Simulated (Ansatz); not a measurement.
Geometry optimisation, Ansatz 0.2.0, RKS PBE/6-31G*.

The input (input.yaml):

```yaml
crystal:
  periodic: [false, false, false]
  atoms:
    - { symbol: C, position_ang: [-1.1069, -0.9941, -1.2892] }
    - { symbol: C, position_ang: [0.0685, -0.0563, -1.1742] }
    - { symbol: B, position_ang: [0.5333, 0.0592, 0.3316] }
    - { symbol: "N", position_ang: [1.1857, -1.1544, 1.0689] }
    - { symbol: C, position_ang: [0.5478, 1.4605, 1.0726] }
    - { symbol: O, position_ang: [-0.764, 1.9773, 1.1565] }
    - { symbol: H, position_ang: [-1.4672, -0.9591, -2.3545] }
    - { symbol: H, position_ang: [-0.8749, -1.9739, -1.0076] }
    - { symbol: H, position_ang: [-1.9817, -0.548, -0.6277] }
    - { symbol: H, position_ang: [-0.177, 0.9612, -1.5294] }
    - { symbol: H, position_ang: [0.8878, -0.4624, -1.7716] }
    - { symbol: H, position_ang: [0.3702, -1.8717, 1.1232] }
    - { symbol: H, position_ang: [1.8342, -1.5304, 0.4717] }
    - { symbol: H, position_ang: [1.1454, 2.1936, 0.5332] }
    - { symbol: H, position_ang: [0.9799, 1.3532, 2.1139] }
    - { symbol: H, position_ang: [-1.2038, 1.5228, 1.9269] }
basis:
  gaussian: { orbitals: "6-31G*" }
hamiltonian:
  xc: pbe
relax:
  f_tol: 0.015
  max_steps: 40
```

Launched with:

```bash
$ ansatz run input.yaml --threads 2 --pin off --max-ram 3072MiB --backend cpu --events-out ev --progress --plain --runs-dir out
```

Question: Where does it end, and by what steps?

Answer: The forces met the threshold. After 21 steps the energy has fallen by 1.875 eV; H12 moved furthest, 1.82 Å.

| step | energy less start (eV) | largest force component (eV/Å) | accepted |
| --- | --- | --- | --- |
| 0 | 0.0000 | 4.717 | yes |
| 1 | -0.5486 | 1.073 | yes |
| 2 | -0.7356 | 1.314 | yes |
| 3 | -0.9341 | 1.563 | yes |
| 4 | -1.1549 | 1.304 | yes |
| 5 | -1.3832 | 1.273 | yes |
| 6 | -1.5533 | 1.379 | yes |
| 7 | -1.6875 | 1.028 | yes |
| 8 | -1.7762 | 0.578 | yes |
| 9 | -1.8277 | 0.235 | yes |
| 10 | -1.7955 | 0.582 | no |
| 11 | -1.8528 | 0.200 | yes |
| 12 | -1.8583 | 0.073 | yes |
| 13 | -1.8615 | 0.067 | yes |
| 14 | -1.8652 | 0.178 | yes |
| 15 | -1.8683 | 0.186 | yes |
| 16 | -1.8714 | 0.140 | yes |
| 17 | -1.8729 | 0.091 | yes |
| 18 | -1.8742 | 0.062 | yes |
| 19 | -1.8747 | 0.043 | yes |
| 20 | -1.8748 | 0.020 | yes |
| 21 | -1.8749 | 0.010 | yes |

```xyz
16
Properties=species:S:1:pos:R:3
C -1.321 -0.736 -1.217
C 0.102 -0.130 -1.180
B 0.682 -0.041 0.300
N 1.515 -1.065 0.795
C 0.356 1.200 1.258
O -0.776 2.010 0.878
H -1.713 -0.801 -2.248
H -1.342 -1.752 -0.787
H -2.039 -0.123 -0.642
H 0.061 0.885 -1.618
H 0.763 -0.735 -1.832
H 1.887 -1.082 1.744
H 1.828 -1.851 0.229
H 1.221 1.892 1.208
H 0.292 0.905 2.333
H -1.539 1.402 0.823
```

Whether the end is a true minimum wasn't checked by a vibrational analysis.

Time of the run: 64 s on 2 threads of Arm Neoverse V1, on a shared host, peak memory 0.15 GiB.
